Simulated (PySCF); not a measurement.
# Spinor energies of Er⁴¹⁺ (erbium, charge +41)

Start: [Ar] 3d9; 3d3/2 filled at m_j = -3/2, -1/2, +1/2, +3/2; 3d5/2 filled at m_j = -3/2, -1/2, +1/2, +3/2, +5/2. Calculated with PySCF 2.14 in an even-tempered Gaussian basis (16 s from 8.9 bohr⁻², ratio 2.8; 13 p from 12 bohr⁻², ratio 2.8; 8 d from 12 bohr⁻², ratio 2.8; 3 f from 45 bohr⁻², ratio 3): generalised Hartree-Fock with the X2C-1e Hamiltonian and a Gaussian nucleus; one run each with spin-orbit coupling (SO) switched off, then screened by Boettger's factors.

```tsv
spinor shell	electrons	ε, spin-free (eV)	ε, screened SO (eV)	weight of nominal j (screened SO)	rms radius, screened SO (bohr)
1s1/2	2	-59769.8	-59756.6	1.000	0.0231
2s1/2	2	-11776.0	-11771.7	1.000	0.0933
2p1/2	2	-10644.5	-11299.5	1.000	0.0796
2p3/2	4	-10644.5	-10369.1	1.000	0.0863
3s1/2	2	-4065.3	-4064.1	1.000	0.235
3p1/2	2	-3711.3	-3862.2	1.000	0.226
3p3/2	4	-3711.3	-3647.0	1.000	0.239
3d3/2	4	-3294.5	-3322.3	0.995	0.209
3d5/2	5	-3294.5	-3274.9	0.996	0.213
```

```tsv
quantity	spin-free	screened SO
E (hartree)	-11945.92531	-11957.10428
M_J	5/2	5/2
⟨J²⟩	8.750	8.750
⟨L²⟩	6.000	6.042
⟨S²⟩	0.750	0.792
```

Each row is a mean over spinors that exchange with the open shell spreads, by up to 24.526 eV (3p3/2).

Breit and QED terms are absent; they matter most for the inner s and p1/2 levels.

Densities and radii are taken from the X2C orbitals without a picture-change correction, which distorts them close to the nucleus.

Without spin-orbit coupling the j labels of p, d and f shells carry no meaning; the spin-free column gives the mean over the occupied spinors of each nl shell.
